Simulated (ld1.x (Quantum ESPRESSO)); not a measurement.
ruthenium (Ru) TM: all-electron and pseudo phase curves

ruthenium (Ru), norm-conserving Troullier–Martins (Kleinman–Bylander form), made with ld1.x (Quantum ESPRESSO) 7.5 (LDA (PZ), scalar-relativistic). Core [Kr], reference 4d7 5s0.75 5p0 (charge +0.25). Waves: 5p (bound, empty): rc 4.00 bohr; 4d (bound): rc 2.10 bohr; 5s (bound): rc 1.90 bohr. Local part: the s channel. Core correction: none.

The phase is arctan(r·u′/u) with u = r·R(r), unwrapped; energies in Ry, scanned from -3 to 5 Ry. A pole is an energy at which the radial function vanishes at the test radius. The pseudo phase is shifted by a multiple of π to meet the all-electron one at the reference energy, and phase errors are pseudo minus all-electron; the curves can meet again beyond the range given. Levels narrower than the energy grid can be missing from the lists of poles.

| channel | radius (bohr) | reference energy (Ry) | poles, all-electron | poles, pseudo | unbroken range about the reference energy with phases within 0.05 rad | phase error 1 Ry above the reference energy (rad) |
| --- | --- | --- | --- | --- | --- | --- |
| s | 4.36 | -0.44 | -0.18, 2.43 | -0.19, 1.12, 3.06 | below 0.4 | -0.174 |
| p | 4.36 | -0.17 | 0.36, 3.11 | 0.35, 3.11 | below 1.2 | -0.008 |
| d | 4.36 | -0.52 | -0.50, 1.40, 4.42 | -0.50, 1.49 | below 0.3 | +0.112 |

Phases in the p channel:

| E (Ry) | all-electron | pseudo |
| --- | --- | --- |
| -3.00 | 1.431 | 1.431 |
| -2.52 | 1.417 | 1.417 |
| -2.04 | 1.397 | 1.397 |
| -1.56 | 1.365 | 1.365 |
| -1.08 | 1.307 | 1.306 |
| -0.60 | 1.135 | 1.134 |
| -0.12 | -0.790 | -0.790 |
| 0.36 | -1.573 | -1.575 |
| 0.84 | -1.754 | -1.762 |
| 1.32 | -2.168 | -2.248 |
| 1.80 | -4.216 | -4.281 |
| 2.28 | -4.571 | -4.582 |
| 2.76 | -4.669 | -4.672 |
| 3.24 | -4.727 | -4.726 |
| 3.72 | -4.779 | -4.771 |
| 4.20 | -4.853 | -4.825 |
| 4.68 | -5.059 | -4.922 |
